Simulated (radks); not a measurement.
Results of a calculation; reference values are marked as such.
Pd XXV, 22 electrons, occupied as [Ar] 3d4.

Code: a radial shooting solver on a logarithmic mesh with Libxc functionals. Model: Dirac Kohn-Sham, BLYP, spin-unpolarised, spherical densities, finite nucleus; open shells fill j = l - 1/2 first; Fermi nuclear charge, rms radius 4.5318 fm.

Energy parts (eV):
| part | energy |
|---|---|
| total | -128023.869 |
| kinetic | 134168.261 |
| electron-nucleus | -288345.771 |
| Hartree | 29210.350 |
| exchange-correlation | -3056.709 |

Orbitals (lengths in bohr, moments of r in powers of bohr; r(90%) holds 90 % of the orbital's charge):
\begin{tabular}{lrrrrrr}
orbital & occ. & eigenvalue (eV) & r(90%) & <1/r> & <r^4> & <r^2> \\ \hline
1s1/2 & 2 & -25126.11 & 0.0571 & 48.24 & 4.882e-06 & 0.001371 \\
2s1/2 & 2 & -4482.219 & 0.212 & 11.14 & 0.0008486 & 0.02225 \\
2p1/2 & 2 & -4232.853 & 0.191 & 11.11 & 0.0005528 & 0.01664 \\
2p3/2 & 4 & -4072.084 & 0.197 & 10.47 & 0.0006314 & 0.01794 \\
3s1/2 & 2 & -1465.657 & 0.519 & 4.166 & 0.03085 & 0.1440 \\
3p1/2 & 2 & -1370.990 & 0.512 & 4.093 & 0.02876 & 0.1362 \\
3p3/2 & 4 & -1337.601 & 0.523 & 3.937 & 0.03152 & 0.1429 \\
3d3/2 & 4 & -1181.634 & 0.487 & 3.807 & 0.02310 & 0.1156 \\
3d5/2 & 0 & -1174.380 & 0.490 & 3.767 & 0.02375 & 0.1174 \\
\end{tabular}

The highest occupied level is 3d3/2 at -1181.6 eV. The electron density at the nucleus is 1.329e+05 e/bohr^3. For comparison, the ionisation energy in NIST's Atomic Spectra Database is 1218 eV (theoretical). In exact Kohn-Sham theory the highest level is minus the ionisation energy, but local and semilocal functionals leave it too shallow, through self-interaction and a potential that decays too fast; potentials with the right tail come closer. Summed over all electrons, <r^2> = 1.746 bohr^2, which gives a Langevin (diamagnetic) susceptibility term of -1.38 x 10^-6 cm^3/mol.

Beside tabulated values, note that spin-unpolarised runs miss the spin-polarisation part of the exchange energy of open shells.
